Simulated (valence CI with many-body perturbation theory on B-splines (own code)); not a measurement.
**Level structure of Pb⁶⁹⁺**

Method: valence CI with perturbative core correlation (CI+MBPT): three valence electrons over a frozen Dirac-Fock core [Ne], radial functions for each j: 11 s, 11 p, 9 d, 7 f, 5 g, 2 h, 1 i, with the one-electron correlation potential Σ1, the two-electron term Σ2, the three-electron term Σ3, Breit, model QED; selected CI, second order for the rest (own B-spline code, finite nucleus).

No measured spectrum was set against this ion. As an estimate, large intervals hold to a few tenths of a per cent, small ones and those within an open d or f shell to about a per cent.

Levels 46 to 68 of 68, with energies above the lowest level, (3s^2 3p1/2) J=1/2. "Leading %" is the weight of the configuration and term that name the level; weights of strongly mixed levels are sums over their largest components and can fall short. In the jj column 3d3/2^4 stands for four electrons in 3d with j = 3/2. Lifetimes count E1, E2, E3, M1 and M2 decay at the calculated energies, and are blank where another channel may lead or the interval is too uncertain; long ones can be off by a factor of two.

```tsv
No.	Configuration	Term	J	E (eV)	Leading %	g	Lifetime	Leading jj
46	3p2.3d	2D	3/2	1850.0	30	1.033	126 fs	3p1/2 3p3/2 3d3/2 (76 %)
47	3p2.3d	2D	5/2	1851.3	27	1.116	142 fs	3p1/2 3p3/2 3d3/2 (83 %)
48	3p2.3d	4P	1/2	1855.5	30	1.685	160 fs	3p1/2 3p3/2 3d3/2 (84 %)
49	3s.3d2	4F	3/2	1879.1	63	0.623	96.3 fs	3s 3d3/2^2 (75 %)
50	3s.3d2	4F	5/2	1895.7	38	1.060	81.4 fs	3s 3d3/2^2 (74 %)
51	3s.3d2	4P	1/2	1917.5	51	2.168	81.8 fs	3s 3d3/2^2 (82 %)
52	3p2.3d	4D	7/2	1947.4	48	1.293	252 fs	3p1/2 3p3/2 3d5/2 (97 %)
53	3p2.3d	2G	9/2	1955.3	58	1.167	493 fs	3p1/2 3p3/2 3d5/2 (90 %)
54	3p2.3d	2P	3/2	1960.4	51	1.320	271 fs	3p1/2 3p3/2 3d5/2 (94 %)
55	3p2.3d	2D	5/2	1964.7	45	1.112	317 fs	3p1/2 3p3/2 3d5/2 (90 %)
56	3p2.3d	2F	7/2	1977.7	46	1.135	445 fs	3p1/2 3p3/2 3d5/2 (73 %)
57	3p2.3d	4P	5/2	1980.5	43	1.261	225 fs	3p1/2 3p3/2 3d5/2 (93 %)
58	3p2.3d	2P	1/2	1992.3	43	1.228	448 fs	3p1/2 3p3/2 3d5/2 (83 %)
59	3p2.3d	2D	3/2	1997.1	58	0.945	232 fs	3p1/2 3p3/2 3d5/2 (91 %)
60	3s.3d2	4F	5/2	2007.6	50	1.158	204 fs	3s 3d3/2 3d5/2 (97 %)
61	3s.3d2	4F	7/2	2008.3	71	1.174	159 fs	3s 3d3/2 3d5/2 (77 %)
62	3s.3d2	4P	3/2	2015.0	82	1.531	210 fs	3s 3d3/2 3d5/2 (99 %)
63	3s.3d2	2G	9/2	2026.4	60	1.171	159 fs	3s 3d3/2 3d5/2 (88 %)
64	3s.3d2	2F	5/2	2034.4	47	1.120	131 fs	3s 3d3/2 3d5/2 (84 %)
65	3s.3d2	2G	7/2	2034.5	71	0.953	190 fs	3s 3d3/2 3d5/2 (93 %)
66	3s.3d2	2P	3/2	2041.4	37	1.078	133 fs	3s 3d3/2 3d5/2 (83 %)
67	3p.3d2	4G°	5/2	2046.2	52	0.736	806 fs	3p1/2 3d3/2^2 (100 %)
68	3s.3d2	2P	1/2	2051.9	55	1.226	117 fs	3s 3d3/2 3d5/2 (79 %)
```
